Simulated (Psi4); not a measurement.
Psi4 input (wB97X-D/6-31G*):

```
memory 1500 MB

molecule {
-1 2
N    -0.02700000    0.15274600   -1.17841900
N     0.06098600   -0.33245300   -0.09505200
O    -0.02973800    0.15724300    1.11428800
symmetry c1
no_reorient
no_com
}

set {
  basis 6-31G*
  reference uks
  scf_type pk
  dft_radial_points 99
  dft_spherical_points 590
  e_convergence 1e-8
  d_convergence 1e-7
  maxiter 150
}

e = energy('wb97x-d')
print_out(f'\nFINAL {e:.10f} DIPOLE {variable("CURRENT DIPOLE")[0]:.6f} {variable("CURRENT DIPOLE")[1]:.6f} {variable("CURRENT DIPOLE")[2]:.6f}\n')
```

From the output:

```
              A
    DOCC [    11 ]
    SOCC [     1 ]
    NA   [    12 ]
    NB   [    11 ]

  @UKS Final Energy:  -184.56563316023582

   => Energetics <=

    Nuclear Repulsion Energy =             57.3672711928944636
    One-Electron Energy =                -372.3323553326060846
    Two-Electron Energy =                 146.1652990659912632
    DFT Exchange-Correlation Energy =     -15.7657983918546361
    Empirical Dispersion Energy =          -0.0000496946608302
    VV10 Nonlocal Energy =                  0.0000000000000000
    Total Energy =                       -184.5656331602358193

  UHF NO Occupations:
  HONO-2 :   10  A 1.9996928
  HONO-1 :   11  A 1.9981647
  HONO-0 :   12  A 1.0000000
  LUNO+0 :   13  A 0.0018353
  LUNO+1 :   14  A 0.0003072
  LUNO+2 :   15  A 0.0002950
  LUNO+3 :   16  A 0.0002124

Computation Completed

Properties will be evaluated at   0.000000,   0.000000,   0.000000 [a0]

Properties computed using the SCF density matrix

 Multipole Moments:

 ------------------------------------------------------------------------------------
     Multipole            Electronic (a.u.)      Nuclear  (a.u.)        Total (a.u.)
 ------------------------------------------------------------------------------------

 L = 1.  Multiply by 2.5417464519 to convert [e a0] to [Debye]
 Dipole X            :          0.0318751           -0.0000038            0.0318713
 Dipole Y            :         -0.1741139           -0.0000094           -0.1741233
 Dipole Z            :          0.0347843            0.0000132            0.0347975
 Magnitude           :                                                    0.1804039

 ------------------------------------------------------------------------------------

FINAL -184.5656331602 DIPOLE 0.031871 -0.174123 0.034797

*** Psi4 exiting successfully. Buy a developer a beer!
```

The dipole moment of an ion depends on the origin.

The geometry given is a B3LYP-D3(BJ)/def2-TZVP minimum.
